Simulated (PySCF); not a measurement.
Ti(F)3(OH) (F₃HOTi), SMILES [OH][Ti]([F])([F])[F], multiplicity 1. Atoms are numbered in the order given.

```xyz
6

Ti     0.0000     0.0000    -0.0087
F     -1.4132     0.8159    -0.6027
F      0.0000    -1.6318    -0.6027
F      1.4132     0.8159    -0.6027
O      0.0000     0.0000     1.7227
H      0.0000     0.0000     2.6823
```
Charge 0, spin multiplicity 1.

Geometry: PBE0-D3(BJ)/def2-SVP. The geometry has at least one imaginary mode, so it is a saddle point at that level. The spin state was assumed, not searched. Other conformers were not sampled.

These are TDDFT-PBE/def2-SVPD in PySCF values and carry that method's errors.

Vertical excitations; the highest root listed may be one member of a degenerate set. The molecule is in vacuum. State labels are in the subgroup Cs.

Computed UV-visible absorptions:
```csv
state,symmetry,energy (eV),λ (nm),f,main pairs
S1,A",5.63,220,0.000,"HOMO→LUMO 50 %, HOMO−1→LUMO+1 50 %"
S2,A",5.74,216,0.002,"HOMO−1→LUMO+1, HOMO→LUMO (degenerate set)"
S3,A',5.74,216,0.002,"HOMO→LUMO+1, HOMO−1→LUMO (degenerate set)"
S4,A',6.13,202,0.031,"HOMO−1→LUMO 38 %, HOMO→LUMO+1 38 %, HOMO→LUMO+3 11 %, HOMO−1→LUMO+4 11 %"
S5,A",6.63,187,0.000,HOMO→LUMO+2 (degenerate set)
S6,A',6.63,187,0.000,HOMO−1→LUMO+2 (degenerate set)
S7,A",6.72,185,0.004,"HOMO−2→LUMO, HOMO−3→LUMO+1, HOMO−4→LUMO (degenerate set)"
S8,A',6.72,185,0.004,"HOMO−2→LUMO+1, HOMO−3→LUMO, HOMO−4→LUMO+1 (degenerate set)"
S9,A",6.92,179,0.000,"HOMO−1→LUMO+3 31 %, HOMO→LUMO+4 31 %, HOMO−3→LUMO+1 19 %, HOMO−4→LUMO 19 %"
S10,A",6.95,178,0.000,"HOMO−3→LUMO+1 31 %, HOMO−4→LUMO 31 %, HOMO−1→LUMO+3 19 %, HOMO→LUMO+4 19 %"
T1,A',5.31,233,0,"HOMO−1→LUMO 49 %, HOMO→LUMO+1 48 %"
T2,A',5.44,228,0,"HOMO→LUMO+1, HOMO−1→LUMO (degenerate set)"
T3,A",5.44,228,0,"HOMO→LUMO, HOMO−1→LUMO+1 (degenerate set)"
T4,A",5.59,222,0,"HOMO−1→LUMO+1 50 %, HOMO→LUMO 50 %"
```
Triplets are in the Tamm–Dancoff approximation, which puts them higher than full response would, so one can lie above its singlet here.
